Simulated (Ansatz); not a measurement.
## One reagent, a row of partners

Four-centre ligand exchange: AsH₃ meets different compounds of Ge. Each row is one chosen step, not always the lowest open to these reactants.

Gas-phase electronic energies, without zero-point energy, by CCSD(T) at an estimated basis limit (MP2 extrapolated from triple and quadruple zeta, plus CCSD(T) − MP2 in triple zeta); Ansatz 0.2.0, def2-TZVPP and QZVPP, frozen cores, on PBE0-D4/def2-TZVP structures. Extrapolation: Hartree–Fock as exp(−7.88 √X), correlation as X^−2.97. All energies, in kcal/mol, count from the separated reactants, without counterpoise correction; the start and end structures are the complexes reached by relaxing down from the saddle, and deeper ones may exist. Brackets give SMILES, or, where every atom is bracketed, only which atoms are joined. Steps whose reference was doubtful or whose search ended elsewhere are left out.

| reactants | products | broken | formed | start structure | saddle | end structure | saddle by PBE0-D4/TZ |
| --- | --- | --- | --- | --- | --- | --- | --- |
| CH₆Ge ([CH3][GeH3]) + AsH₃ | GeAsH₅ ([GeH3][AsH2]) + CH₄ | As–H, C–Ge | As–Ge, C–H | -1.57 | 69.60 | -14.35 | 64.09 |
| GeNH₅ ([NH2][GeH3]) + AsH₃ | GeAsH₅ ([GeH3][AsH2]) + NH₃ | As–H, Ge–N | As–Ge, H–N | -1.50 | 26.76 | -13.06 | 22.68 |
| GeH₄O ([OH][GeH3]) + AsH₃ | GeAsH₅ ([GeH3][AsH2]) + H₂O | As–H, Ge–O | As–Ge, H–O | -1.48 | ? | -7.21 | 31.66 |
| GeSiH₆ ([SiH3][GeH3]) + AsH₃ | GeAsH₅ ([GeH3][AsH2]) + SiH₄ | As–H, Ge–Si | As–Ge, H–Si | -1.79 | 70.15 | -6.64 | 63.79 |
| GeH₄S ([SH][GeH3]) + AsH₃ | GeAsH₅ ([GeH3][AsH2]) + H₂S | As–H, Ge–S | As–Ge, H–S | -2.34 | 54.98 | -0.62 | 48.46 |

(1) Fit a straight line of the saddle against the PBE0-D4 saddle to the 4 complete rows, and use it to predict the missing value.

(2) How do the PBE0-D4 saddles lie against the coupled-cluster estimate?

The T1 diagnostic stays at or below 0.015. The restricted Hartree–Fock reference is unstable towards an unrestricted one at one or more of these structures. The filled d shells of As, Ge are correlated in sets not built for that, so values that involve them are less sure.

For scale, one of the runs: CCSD(T)/def2-TZVPP, 264 basis functions, launched by `ansatz run in.yaml --threads 8 --pin off --events-out ev --progress --plain --max-ram 19148MiB`. Time: 2.9 min of wall clock on 8 CPU threads of an Arm Neoverse V2; the host was shared. Peak host memory: 6.2 GiB.

Results:

(1) Means: x̄ = 49.76, ȳ = 55.37. Σ(x − x̄)(y − ȳ) = 1187 and Σ(x − x̄)² = 1137, so the slope is 1.043 (correlation 1.00). For x = 31.66: y = 55.37 + 1.043 × (31.66 − (49.76)) = 36.49 kcal/mol. The calculation gives 36.62 kcal/mol, so the line misses by 0.13 kcal/mol.

Above its own start structure that saddle lies 38.09 kcal/mol.

(2) All lower, by 4.08 to 6.53 kcal/mol.
